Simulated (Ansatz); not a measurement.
ClF5W (`[F][W]([F])([F])([F])([F])[Cl]`), relaxed with RKS PBE-D4/def2-SVP in the Gaussian-basis code of Ansatz from a rough embedded geometry. The force threshold is 0.03 eV/Å; the program also tests the step.

Charge 0, multiplicity 1. W takes the def2 core potential.

Start:

```xyz
7

F     1.553    1.544   -0.799
W     0.236   -0.191   -0.859
F     0.464    0.238    1.366
F    -1.233    1.466   -0.238
F    -0.993   -1.774   -0.719
F    -1.702    0.313    0.041
Cl    1.675   -1.596    1.208
```

```tsv
step	energy (eV)	largest force (eV/Å)	largest move (Å)
1	-27892.5207	8.670	0.000
2	-27896.2788	7.348	0.195
3	-27899.2953	5.610	0.195
4	-27902.2211	3.905	0.195
5	-27905.3597	6.767	0.195
6	-27907.6299	2.553	0.194
7	-27908.6417	3.053	0.194
8	-27909.1669	0.950	0.196
9	-27909.4372	0.637	0.200
10	-27909.6559	0.374	0.200
11	-27909.8299	0.199	0.200
12	-27909.8617	0.030	0.107
```

End:

```xyz
7

F     1.504    0.721   -0.834
W    -0.018    0.026   -0.012
F     0.330    1.042    1.511
F    -0.981    1.473   -0.705
F    -0.418   -0.934   -1.559
F    -1.594   -0.593    0.765
Cl    1.176   -1.735    0.834
```

Run time 15 s (4 threads of an AMD EPYC 9R45 on a shared host); peak host memory 0.29 GiB.
